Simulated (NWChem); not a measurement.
System: CdSiH$_{4}$S; SMILES [SiH3][Cd][SH]

Here is an NWChem input.

```
start job
memory heap 200 mb stack 900 mb global 1100 mb
geometry units angstroms noautoz
  Cd    -0.675980     0.275964     0.005256
  S     -0.543479     2.643103     0.007417
  H      0.809140     2.647313    -0.002571
  Si    -0.826344    -2.220269     0.003003
  H     -1.535242    -2.721994    -1.216581
  H     -1.567078    -2.722022     1.203472
  H      0.540164    -2.832835     0.020960
end
basis spherical
  * library def2-svp
end
ecp
  Cd library def2-ecp
end
dft
  xc xcamb88 1.00 lyp 0.81 vwn_5 0.19 hfexch 1.00
  cam 0.33 cam_alpha 0.19 cam_beta 0.46
  iterations 150
  vectors input atomic output neutral.movecs
end
task dft energy
charge 1
dft
  odft
  mult 2
  vectors input atomic output cation.movecs
end
task dft energy
```

Structure relaxed at the PBE0/def2-SVP level. Not confirmed as a minimum by frequencies. def2 effective core potentials on Cd; no spin-orbit coupling.

Ions are spin-unrestricted doublets at the neutral geometry; other ion states weren't tried.

Task: Give the results of this calculation. (CAM-B3LYP/def2-SVP with def2 effective core potentials on Cd, vertical spin-unrestricted ions.) Quantities: vertical ionisation energy, ΔSCF (eV); −ε(HOMO) (eV).

Result: 
```json
{
 "vertical ionisation energy, ΔSCF (eV)": "9.41",
 "−ε(HOMO) (eV)": "8.13"
}
```
